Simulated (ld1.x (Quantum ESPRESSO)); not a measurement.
## Sb (Z = 51), TM: configuration errors across variants

antimony, norm-conserving Troullier–Martins (Kleinman–Bylander form), made with ld1.x (Quantum ESPRESSO) 7.5 (PBEsol, scalar-relativistic). Core [Kr], reference 4d10 5s1 5p4. Waves: 5s (bound): rc 1.80 bohr; 4d (bound): rc 1.20 bohr; 5p (bound): rc 2.10 bohr. Local part: the p channel. Core correction: none.

All-electron excitation energies from the reference (eV): (1) 4d10 5s2 5p3 -8.142; (2) 4d10 5s2 5p2 0.202; (3) 4d10 5s2 5p1 16.214; (4) 4d10 5s2 5p3.3 -9.304; (5) 4d10 5s1 5p3 8.966; (6) 4d10 5s2 5p0 40.659; (7) 4d9 5s2 5p4 22.904.

2 further variants failed, have other tests or another functional or relativity, and are left out.

Errors AE − PS in meV (a dash: test not solved or not reliable):

```tsv
change	(1)	(2)	(3)	(4)	(5)	(6)	(7)	bound ghosts
base	+0.1	-5.1	-9.4	+1.5	-0.4	-10	-367	none
all radii scaled by about 1.35 (s 2.42, p 2.82, d 1.62 bohr)	+1.6	-8.4	-7.0	+4.8	+2.5	+21	-84	none
local potential the s channel	-0.1	-4.9	-11	+1.0	-0.9	-18	–	none
core correction a·sin(br)/r model core inside 1.10 bohr	-1.3	-5.6	-7.6	0.0	-0.1	-8.9	-416	none
wave 5p (bound): rc 2.10 bohr becomes 5p (bound): rc 2.94 bohr	+10	+0.5	+2.2	+14	+3.1	+38	-99	none
wave 4d (bound): rc 1.20 bohr becomes 4d (bound): rc 0.84 bohr	+0.1	-5.1	-9.4	+1.5	-0.4	-10	-370	none
```

Q: Give the same row for: wave 5s (bound): rc 1.80 bohr becomes 5s (bound): rc 1.74 bohr.

A: -0.1, -5.6, -10, +1.3, -0.4, -11, -353; bound ghosts: none.
